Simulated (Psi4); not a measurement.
Pair of molecules, SMILES FB(F)F with SMILES N (the first has 4 atoms); geometry from B3LYP-D3(BJ)/def2-TZVP, rigid monomers moved along the line of their centres of mass till B2···N5 is 3.05 Å.
(charge 0, multiplicity 1):
```xyz
8

F     -1.12755    -0.83538     0.69297
B     -0.00733    -0.08964     0.96186
F      0.00315     1.14890     0.37092
F      1.17296    -0.78059     0.84862
N     -0.22310     0.51649     3.93849
H     -1.07909     1.03010     4.12986
H     -0.23404    -0.34868     4.47189
H      0.56950     1.07700     4.23975
```

Level of theory: SAPT0/jun-cc-pV(D+d)Z (Psi4).

Give the four SAPT terms and the total, and say what mostly holds the pair together.

electrostatics -454.9, exchange 81.9, induction -105.5, dispersion -36.9, total -515.4 meV; the largest attraction is electrostatics.
